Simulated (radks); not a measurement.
Q: The table gives one normalised radial function P(r) = r R(r) (large component) of Tc40+ in [He] 2s1 (r in bohr). Method: Dirac Kohn-Sham, PBE, spin-unpolarised, spherical densities, finite nucleus; Fermi nuclear charge, rms radius 4.4112 fm; computed with a radial shooting solver on a logarithmic mesh with Libxc functionals.

| r | P |
|---|---|
| 0.002064 | 1.1908 |
| 0.002501 | 1.4024 |
| 0.00303 | 1.6449 |
| 0.003672 | 1.9202 |
| 0.004413 | 2.2151 |
| 0.005348 | 2.5534 |
| 0.006479 | 2.9187 |
| 0.007851 | 3.3021 |
| 0.009513 | 3.6898 |
| 0.01143 | 4.0467 |
| 0.01385 | 4.3776 |
| 0.01679 | 4.6334 |
| 0.02034 | 4.7763 |
| 0.02445 | 4.7725 |
| 0.02963 | 4.5924 |
| 0.0359 | 4.2189 |
| 0.04349 | 3.6643 |
| 0.0527 | 2.9739 |
| 0.06335 | 2.2547 |
| 0.07676 | 1.5331 |
| 0.093 | 0.9252 |
| 0.1127 | 0.4833 |
| 0.1355 | 0.2202 |
| 0.1641 | 0.0789 |
| 0.1989 | 0.0219 |
| 0.241 | 0.0045 |
| 0.292 | 0.0006 |
| 0.3509 | 0.0001 |
| 0.4252 | 0.0000 |

Which n and l does it have? It may be an empty orbital.

A: n = 1, l = 0: the number of nodes gives n - l - 1 = 0, the rise at small r points to l (this Dirac orbital starts outside the nucleus as r^gamma with gamma = sqrt((l + 1)^2 - (Z/c)^2) = 0.95; the j = 1/2 orbital of l + 1 starts with the same power, but with a smaller coefficient, and then steepens), and the extent must fit the shell. The curve is that of 1s1/2. 1s1/2: eigenvalue -24531 eV, 0 radial nodes, <r> = 0.0341 bohr, 90 % of the charge inside 0.0610 bohr.
